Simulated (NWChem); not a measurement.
# C2H4O3Si; SMILES C1(OC(=O)O1)[SiH3]

```xyz
10

O      0.5342    -2.4860     0.0000
C      0.0602    -1.4095     0.0000
O     -0.3039    -0.5734    -1.0106
C     -0.7002     0.3599     0.0000
Si     0.3238     1.9821     0.0000
O     -0.3039    -0.5734     1.0106
H     -1.7952     0.4998     0.0000
H     -0.0358     2.7537     1.2230
H      1.7630     1.6036     0.0000
H     -0.0358     2.7537    -1.2230
```
Atoms are numbered in this order, from 1.

Computed with NWChem. Pople sets run with spherical d functions. The geometry was optimised at PBE0/def2-SVP.

For level B3LYP/6-31G*:

```
Item                         Value
---------------------------  -----
highest occupied level (eV)  -8.17
orbital gap (eV)              8.31
dipole (D)                    3.90
```

Problem. What are these values for level PBE/6-31G*?

Solution. 
| Item | Value |
|---|---|
| highest occupied level (eV) | -6.94 |
| orbital gap (eV) | 6.46 |
| dipole (D) | 3.68 |
